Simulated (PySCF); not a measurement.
C₃HF₄, SMILES F/C=[C]/C(F)(F)F, multiplicity 2.

Coordinates come from a B3LYP-D3(BJ)/def2-SVP optimisation. The isomer is the one that the SMILES or the coordinates give; other isomers of the formula were not compared.

Computed with PySCF with PBE/def2-TZVP.

Gas-phase values at a fixed geometry.

Computed frontier levels, dipole moment and polarisability:
- α spin, highest occupied and lowest empty level: -7.24 and -1.88 eV
- β spin, highest occupied and lowest empty level: -7.27 and -4.90 eV
- dipole moment: 1.36 D
- quadrupole, principal values (traceless, Buckingham form, about the centre of nuclear charge): -3.92, -0.33, 4.25 D·Å
- mean static polarisability: 39.8 bohr³ (5.90 Å³)
- polarisability, principal values: 30.5, 34.9, 53.9 bohr³
- ⟨S²⟩: 0.758 (pure state 0.75)
